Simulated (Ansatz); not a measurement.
Consider the formal exchange of groups at a Ge–O bond: `[CH3][GeH]([NH2])[OH]` + `CC(F)(F)Cl` → `[CH3][GeH]([NH2])[Cl]` + `CC(O)(F)F`.

Calculated with Ansatz (gas phase, PBE0-D4/def2-TZVP geometries, no zero-point term in ΔE). CCSD(T)/CBS is the MP2 limit (def2-TZVPP, def2-QZVPP) plus CCSD(T) − MP2 in def2-TZVPP, frozen cores. DFT in def2-TZVPP. For Ge outer-core shells are correlated without core-valence functions, which leaves a few kJ/mol of doubt a bond. Scalar relativity is left out up to krypton. Each species was taken in one conformer, which may not be the lowest.

CCSD(T)/CBS gives -0.95 eV.

Problem. Another level gave -1.03 eV. Which?
A. LC-ωPBE/def2-TZVPP
B. PBE/def2-TZVPP
C. HF/def2-TZVPP
D. BLYP-D4/def2-TZVPP

Solution. A. LC-ωPBE -1.03, PBE -0.96, HF/def2-TZVPP -1.19, BLYP-D4 -0.92 eV.

Largest T1 diagnostic among the species: 0.011.

From r2SCAN to r2SCAN0 (25 % exact exchange), in def2-TZVPP and without D4, ΔE moves by −0.06 eV. Leaving LDA and LC-ωPBE aside and taking each functional with its dispersion term where it has one, the values, not all of them listed here, spread over 0.17 eV, from BHLYP-D4 to BLYP-D4. LDA lies −0.03 eV from PBE without D4.
